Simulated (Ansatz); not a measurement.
`CO[Si](O)(F)F` → `O[SiH](F)F` + `C=O`  (β-hydride elimination)

Computed with Ansatz on PBE0-D4/def2-TZVP structures; ΔE is electronic, products minus reactants. CCSD(T)/CBS is the MP2 limit (def2-TZVPP, def2-QZVPP) plus CCSD(T) − MP2 in def2-TZVPP, frozen cores. This one scheme is used for every species. Functionals use def2-TZVPP. B3LYP here is the variant with VWN-RPA as its local correlation; programs differ in this. HSE06 is defined as in plane-wave codes. One conformer a species, not always the lowest.

`CO[Si](O)(F)F`:

```xyz
10

C    -0.603   -0.038    1.511
O    -0.661   -0.107    0.098
Si    0.599   -0.080   -0.902
O     0.100   -0.005   -2.431
F     1.543    1.135   -0.526
F     1.499   -1.367   -0.765
H    -1.620    0.085    1.882
H     0.000    0.812    1.841
H    -0.184   -0.958    1.927
H    -0.673    0.522   -2.634
```

`O[SiH](F)F`:

```xyz
6

O     1.084    0.656   -0.126
Si   -0.325   -0.131   -0.164
F    -1.335    0.450    0.909
F    -0.139   -1.658    0.211
H     1.606    0.690    0.677
H    -0.891   -0.007   -1.507
```

`C=O`:

```xyz
4

C     0.005    0.000   -0.001
O    -1.134    0.058    0.357
H     0.323    0.346   -1.005
H     0.806   -0.404    0.650
```

```tsv
level	ΔE (kcal/mol)	difference from CCSD(T)/CBS
LDA (SPW92)	60.7	8.0
PBE-D4	49.8	-2.9
revPBE-D4	48.0	-4.7
B97M-V	53.1	0.4
B3LYP-D4	50.7	-2.0
r2SCANh-D4	55.5	2.8
HSE06-D4	54.2	1.5
BHLYP-D4	55.3	2.6
B2PLYP	49.6	-3.1
PBE	47.8	-4.9
r2SCAN	53.8	1.1
r2SCAN0	56.6	3.9
HSE06	52.6	-0.1
CCSD/def2-SVP	45.8	-6.9
CCSD(T)/def2-SVP	44.8	-7.9
HF/CBS(def2)	49.6	-3.1
CCSD(T)/CBS	52.7	0
```

Largest T1 diagnostic among the species: 0.015.

From r2SCAN to r2SCAN0 (25 % exact exchange), in def2-TZVPP and without D4, ΔE moves by +2.8 kcal/mol. At CCSD(T), def2-SVP lies −7.9 kcal/mol from the extrapolated value and def2-TZVPP −1.4 kcal/mol.
